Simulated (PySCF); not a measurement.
## State search for BaLi

Unrestricted PBE0; basis Ba x2c-TZVPall, Li x2c-TZVPall; spin-free X2C with a Gaussian nucleus; PySCF 2.14. Outer shells of the fragments: Ba 6s2; Li 2s1.

Followed along the bond (rough minima from three points):

```
2Ms+1   unpaired  ⟨S²⟩ at the start  R at minimum (Å)  Te (eV)
    2        σ ↑               0.76              3.70     0.00
    2        π ↑               0.84              3.25     0.43
    2        δ ↑               0.80              3.58     0.65
    4  σ ↑↑, π ↑               3.75              3.57     0.94
    4  σ ↑, π ↑↑               3.75  none in the scan   ≤ 1.13
```

Solutions found at the starting distance of 3.070 Å, counted from the lowest of them; the search is not exhaustive and high or unbound solutions are not listed, so other states can lie among these:

```
2Ms+1   unpaired  term  E (eV)  ⟨S²⟩  ⟨Lz²⟩  μ (D)
    2        σ ↑   ²Σ⁺    0.00  0.76   0.00  -0.62
    2        π ↑    ²Π    0.18  0.84   1.05  -1.89
    2        δ ↑    ²Δ    0.56  0.80   4.00  -1.54
    4  σ ↑↑, π ↑    ⁴Π    0.78  3.75   1.08  -0.48
    4  σ ↑, π ↑↑   ⁴Σ⁻    0.85  3.75   0.00  -4.26
    4      σ ↑↑↑   ⁴Σ⁺    1.20  3.75   0.00  -1.80
```

A term symbol is given only where ⟨S²⟩ and ⟨Lz²⟩ are close to those of a pure state; real π, δ and φ orbitals otherwise mix terms. A positive dipole means Ba(−)Li(+).

Question: Compare the gap between the two lowest followed solutions at the starting distance with the gap between their minima.

Answer: At PBE0 the second solution (doublet, unpaired electrons π ↑) lies +0.18 eV from the first (doublet, unpaired electrons σ ↑) at 3.070 Å and +0.43 eV at the minima; the two curves relax by different amounts, since their minima lie near 3.25 and 3.70 Å.

Spin–orbit coupling is left out.
